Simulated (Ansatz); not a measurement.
Cost and result up the ladder for Li₃Al₃ (6 atoms). The state is a singlet with charge 0. Geometry: PBE-D4/def2-SVP.

```xyz
6

Li   -0.807   -1.415   -0.500
Li   -0.174    0.923    1.545
Li    2.172   -1.992    1.140
Al   -0.223    1.539   -1.209
Al   -2.570    0.912   -0.537
Al    1.604    0.033   -0.439
```

Ansatz on 4 threads of Arm Neoverse V1 on a shared host. Times are rough, and most runs start from the orbitals of an earlier one. No level here is sound enough to serve as a yardstick. Binding counts from free atoms at the same level (Li doublet, Al doublet; other spins of the atoms weren't run), without zero-point energy or a counterpoise term.

Correlated methods freeze 15 core orbitals; core or outer-core shells of Li are correlated, in sets that lack core-valence functions. Another isomer (singlet) lies 0.30 eV lower at PBE0-D4/def2-TZVP; other spin states weren't run for this one.

Run but left out: HF/def2-TZVP, BHLYP-D4/def2-TZVP (restricted singlet, unstable in another Hartree–Fock run and untested here).

Correlated methods converge slowly with the basis.

```tsv
level	functions	wall time	binding energy per atom (eV)	remarks
PBE-D4/def2-TZVP (with forces)	153	1.8 s	1.46	restricted SCF unstable in HF
PBE0-D4/def2-TZVP	153	2 s	1.38	restricted SCF unstable in HF
r2SCAN-D4/def2-TZVP	153	3.3 s	1.43	restricted SCF unstable in HF
CCSD(T)/def2-TZVPP	183	22 s	1.35	large T1 (0.034), restricted SCF unstable
```
